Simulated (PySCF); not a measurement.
CHNO, charge +1, doublet (typed; the unrestricted solution is spin-contaminated), at a GFN2-xTB geometry (a state made from the parent by changing its charge; the spin is typed, not shown lowest). Base run: CCSD/6-31G* in PySCF.

Here is a job for PySCF.
```python
from pyscf import gto, scf, cc

mol = gto.Mole()
mol.atom = '''
    N    -0.00000000   -0.00000000   -1.13515218
    C     0.00000000    0.00000000    0.07256387
    O     0.00000000    0.00000000    1.20764186
    H    -0.00000000   -0.00000000   -2.15045284
'''
mol.basis = '6-31g*'
mol.charge = 1
mol.spin = 1
mol.verbose = 4
mol.build()

mf = scf.UHF(mol)
mf.kernel()

mycc = cc.CCSD(mf)
mycc.kernel()
print('E(CCSD) = %.10f' % mycc.e_tot)
mf.analyze()
```

Variants of this job, named by their change:

| change | ΔE vs base (kcal/mol) | MP2 correlation (Eh) | CC correlation without the perturbative part (Eh) | basis functions |
|---|---|---|---|---|
| base | 0.000 | -0.40105 | -0.42917 | 44 |
| method = ccsd(t) | (withheld) | -0.40105 | -0.42917 | 44 |
| cc.diis_space = 10 | 0.000 | -0.40105 | -0.42917 | 44 |
| frozen = 2 | (withheld) | (withheld) | (withheld) | 44 |
| cart = on | -7.04 | -0.41208 | -0.43954 | 47 |
| density fitting = JK and correlation | -0.015 | -0.40118 | -0.42932 | 44 |
| method = mp2 | (withheld) | -0.40105 | - | 44 |
| cc.conv_tol = 1e-5 | 0.000 | -0.40105 | -0.42917 | 44 |
| cc.conv_tol = 1e-9 | 0.000 | -0.40105 | -0.42917 | 44 |
| cc.iterative_damping = 0.8 | 0.000 | -0.40105 | -0.42917 | 44 |

### Question
What belongs in the gaps?

### Answer

- method = ccsd(t), ΔE vs base (kcal/mol): -9.55
- frozen = 2, ΔE vs base (kcal/mol): 2.21
- frozen = 2, MP2 correlation (Eh): -0.39710
- frozen = 2, CC correlation without the perturbative part (Eh): -0.42565
- method = mp2, ΔE vs base (kcal/mol): 17.64

Open shells are given as the SCF converged; they aren't shown to be the lowest states, and a large step between rows can be another state.
